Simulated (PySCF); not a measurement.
**Shapes and spin states of CoF3**

Computed with PBE0/[Co def2-SVP, F def2-SVP], no relativity, density fitting, PySCF.

Relaxations began from a few typed shapes and spin states; open shells are unrestricted. The search is not exhaustive: other isomers or separated fragments can lie lower, and high-lying points may rest on an excited occupation.

| spin | group | bonds | angles | imaginary modes (cm⁻¹) | ΔE (kJ/mol) | ΔE with ZPE (kJ/mol) |
| --- | --- | --- | --- | --- | --- | --- |
| quintet | D3h | Co–F 1.724 Å (×3) | F–Co–F 120.0° (×3) | none | 0.0 | 0.0 |
| triplet (⟨S²⟩ 2.37) | C2v | Co–F 1.705 Å (×3) | F–Co–F 107.5° (×2), F–Co–F 144.9° | none | 87.7 | 87.7 |
| triplet (⟨S²⟩ 2.54) | Cs | Co–F 1.707 Å (×2), Co–F 1.719 Å | F–Co–F 106.5°, F–Co–F 126.4° (×2) | 1 found | 92.4 | – |
| triplet (⟨S²⟩ 2.54) | C2v | Co–F 1.704 Å, Co–F 1.718 Å (×2) | F–Co–F 113.6° (×2), F–Co–F 132.7° | none | 101.6 | 101.3 |
| triplet | C2v | Co–F 1.701 Å, Co–F 1.707 Å (×2) | F–Co–F 98.2° (×2), F–Co–F 163.7° | none | 110.8 | 112.2 |
| singlet (closed shell, unstable to spin polarisation) | C3v | Co–F 1.676 Å (×3) | F–Co–F 109.5° (×3) | none | 182.8 | 184.5 |
| singlet (closed shell, unstable to spin polarisation) | C2v | Co–F 1.680 Å (×2), Co–F 1.712 Å | F–Co–F 96.1° (×2), F–Co–F 167.8° | 339i | 258.9 | – |
| singlet (closed shell, unstable to spin polarisation) | D3h | Co–F 1.650 Å (×3) | F–Co–F 120.0° (×3) | none | 280.5 | 281.9 |

The lowest minimum found is the quintet D3h: Co–F 1.724 Å (×3); F–Co–F 120.0° (×3).

Formally Co is in oxidation state +3, d6, with 4 unpaired electrons (the high-spin count). The Mulliken spin on Co is 3.07. The polar-tensor charge on Co, 1.68, is far below the formal one.

For the lowest minimum: with open d or f shells other occupations or spin states may lie lower.

The electron or spin density has lower symmetry than the nuclear frame for the triplet (⟨S²⟩ 2.37) C2v at 87.7 kJ/mol.
